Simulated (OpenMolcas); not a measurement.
**Ar4+: the spin-orbit constant, Slater's ratio, worked from levels**

```json
{
  "Program": "OpenMolcas",
  "Basis": "ANO-RCC-VQZP [6s5p3d2f1g]",
  "Scalar Hamiltonian": "DKH2, point nucleus",
  "Active space": "4 electrons in 9 orbitals (RAS2 3s 3p; RAS3 3d, at most 2 electrons)",
  "State averaging": "2S+1 = 3 even, 6 roots; 2S+1 = 1 even, 12 roots; 2S+1 = 5 odd, 1 root; 2S+1 = 3 odd, 9 roots; 2S+1 = 1 odd, 8 roots",
  "Spin-orbit coupling": "RASSI with atomic mean-field integrals over the reference wave functions, term energies averaged over their components"
}
```

Methods: RASSCF; MS-RASPT2, IPEA 0.25 Eh, imaginary shift 0.1 Eh (closed shells correlated: 2s 2p). Measured levels: Saloman, J. Phys. Chem. Ref. Data 39, 033101 (2010).

**The spin-orbit constant.** For the Hund term 3P of p2, E(J) = (A/2) J(J+1) + constant and ζ = 2S·A = 2A. From J = 0 to J = 2 the energy changes by 3 A.

```tsv
Source	E(2) - E(0)	A	ζ
RASSCF	1815.3	605.1	1210
MS-RASPT2	1819.9	606.6	1213
measured	2028.8	676.3	1353
```

All in cm-1. MS-RASPT2 is off by -10.3 % and RASSCF by -10.5 %. Both methods take the spin-orbit matrix elements from the reference wave functions, so the second can move ζ only through the term energies and any multistate remixing. Second-order mixing with other terms is absorbed into this ζ.

**Slater's ratio.** With one set of orbitals, p2 has 1D - 3P = 6 F2 and 1S - 1D = 9 F2 (F2 = F²/25), a ratio of 3/2. Term energies are centres of gravity, weighted by 2J + 1.

```csv
Source,1D - 3P,1S - 3P,F2 from the first,Ratio
RASSCF,17436,40150,2906,1.303
MS-RASPT2,15099,36873,2516,1.442
measured,14917,36531,2486,1.449
```

Energies in cm-1. A ratio away from 3/2 shows effects beyond one configuration with one set of orbitals, and in heavier atoms second-order spin-orbit shifts.

Term energies are means over components that CASPT2 splits; among the terms shown or strongly mixed into the levels shown the widest spread is 16 cm-1 (3s2 3p2 1D, MS-RASPT2). Active for correlation alone: 3d; no level in the range computed is led by a configuration that fills it, so any true level of that kind is missing. Measured partners are found by configuration, term and J. A level has none where our copy of the source lacks it or the pairing is in doubt (some pairs that miss far off the trend of their configuration count as doubtful), and it then counts in no deviation. Only configurations of the active space appear.
